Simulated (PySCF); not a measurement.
## Energy of Zn²⁺ (zinc, charge +2) between two integer charges

The 3d beta orbital of [Ar] 3d10 is emptied in steps (occupation f), with all orbitals relaxed, ending at [Ar] 3d9. All numbers are calculated (PySCF 2.14, scalar relativity by spin-free X2C-1e, in x2c-TZVPall (6s5p4d1f, 48 functions)). The exact energy is a straight line in f; departures are measured from the line between the end points of the same method.

```
  f  UHF (eV)  LDA (eV)  PBE (eV)  PBE0 (eV)  r2SCAN (eV)  LC-wPBE (eV)  BHandHLYP (eV)  wB97X (eV)  TPSS (eV)  BLYP (eV)
  1     0.000     0.000     0.000      0.000        0.000         0.000           0.000       0.000      0.000      0.000
0.8     0.677    -1.537    -1.493     -0.957       -1.376        -0.614          -0.417      -0.568     -1.461     -1.484
0.6     0.981    -2.326    -2.255     -1.447       -2.068        -0.933          -0.639      -0.865     -2.207     -2.242
0.4     0.947    -2.345    -2.270     -1.456       -2.070        -0.945          -0.652      -0.876     -2.221     -2.258
0.2     0.610    -1.575    -1.522     -0.977       -1.380        -0.637          -0.443      -0.590     -1.490     -1.515
  0     0.000     0.000     0.000      0.000        0.000         0.000           0.000       0.000      0.000      0.000
```

```tsv
method	E(f=0) − E(f=1) (eV)	−ε at f=1 (eV)	−ε at f=0.4 (eV)
UHF	37.031	41.421	36.079
LDA	40.773	31.251	42.635
PBE	40.119	30.861	41.941
PBE0	39.645	33.709	40.814
r2SCAN	39.630	31.061	41.349
LC-wPBE	39.983	36.202	40.715
BHandHLYP	39.179	36.635	39.658
wB97X	39.536	36.043	40.212
TPSS	39.749	30.688	41.531
BLYP	40.092	30.891	41.898
```

Orbital energy along the path (eV):

| f | UHF | LDA | PBE | PBE0 | r2SCAN | LC-wPBE | BHandHLYP | wB97X | TPSS | BLYP |
| --- | --- | --- | --- | --- | --- | --- | --- | --- | --- | --- |
| 1 | -41.421 | -31.251 | -30.861 | -33.709 | -31.061 | -36.202 | -36.635 | -36.043 | -30.688 | -30.891 |
| 0.8 | -39.450 | -34.941 | -34.467 | -36.018 | -34.454 | -37.637 | -37.568 | -37.362 | -34.217 | -34.471 |
| 0.6 | -37.676 | -38.738 | -38.164 | -38.389 | -37.891 | -39.145 | -38.580 | -38.754 | -37.835 | -38.143 |
| 0.4 | -36.079 | -42.635 | -41.941 | -40.814 | -41.349 | -40.715 | -39.658 | -40.212 | -41.531 | -41.898 |
| 0.2 | -34.640 | -46.622 | -45.785 | -43.281 | -44.807 | -42.338 | -40.799 | -41.722 | -45.294 | -45.726 |
| 0 | -33.341 | -50.691 | -49.680 | -45.781 | -48.255 | -44.002 | -42.005 | -43.254 | -49.112 | -49.617 |

Reference removal energy between the ground levels: 39.723 eV (measured; NIST Atomic Spectra Database, ionization energies). The calculation has no spin-orbit coupling. UHF lacks correlation.
